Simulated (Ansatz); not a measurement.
`N[SiH2][GeH3]` + `BC=O` → `O=C[BH][GeH3]` + `N[SiH3]` at 600 K and 1 bar (formal exchange of groups at a Ge–Si bond).

Program: Ansatz. Geometries: PBE0-D4/def2-TZVP. ΔE: electronic, gas phase. CBS: MP2 limit from def2 TZ/QZ plus the TZ coupled-cluster correction, frozen cores. This one scheme is used for every species. For Ge outer-core shells are correlated without core-valence functions, which leaves a few kJ/mol of doubt a bond. Scalar relativity is left out up to krypton. One conformer a species, not always the lowest.

```json
{"species": "`N[SiH2][GeH3]`", "CCSD(T)/CBS energy (Eh)": "-2424.12162", "H − E (kJ/mol)": "234.0", "S (J/(mol·K))": "430.6"}
{"species": "`BC=O`", "CCSD(T)/CBS energy (Eh)": "-139.76288", "H − E (kJ/mol)": "135.1", "S (J/(mol·K))": "316.8"}
{"species": "`O=C[BH][GeH3]`", "CCSD(T)/CBS energy (Eh)": "-2217.07554", "H − E (kJ/mol)": "196.4", "S (J/(mol·K))": "425.3"}
{"species": "`N[SiH3]`", "CCSD(T)/CBS energy (Eh)": "-346.80422", "H − E (kJ/mol)": "170.6", "S (J/(mol·K))": "320.8"}
```

H − E and S are ideal-gas, rigid-rotor, harmonic terms from PBE0-D4/def2-TZVP, for one conformer and one mirror image of each species. 1 Eh = 2625.50 kJ/mol, R = 8.31446 J/(mol·K).

Problem. By hand: ΔE, ΔH, ΔS and ΔG.

Solution. ΔE = (-2217.07554) + (-346.80422) − (-2424.12162) − (-139.76288) = 0.00474 Eh = 12.4 kJ/mol. Δ(H − E) = 196.4 + 170.6 − 234.0 − 135.1 = -2.1, so ΔH = 10.3 kJ/mol. ΔS = 425.3 + 320.8 − 430.6 − 316.8 = -1.3 J/(mol·K). ΔG = 10.3 − 600 × (-1.3)/1000 = 11.1 kJ/mol.

Problem. By hand: the equilibrium constant, and the temperature at which ΔG would vanish if ΔH and ΔS stayed fixed.

Solution. log₁₀ K = −ΔG/(RT ln 10) = -1.0. ΔH and −TΔS have one sign here, so there is no such temperature.

The number of gas molecules stays the same, so ΔS is small and ΔH decides. A doubt of 5 kJ/mol in ΔE shifts log₁₀ K by 0.4 here. Other conformers and mirror images would add mixing entropy, several J/(mol·K) or more a flexible species. These are equilibria of isolated gas molecules and say nothing of rates. Largest T1 diagnostic: 0.021 (customary marks: 0.02 for closed shells, 0.045 for open ones).

ΔS is within the doubt of such terms, so its sign, and with it that verdict, could turn.
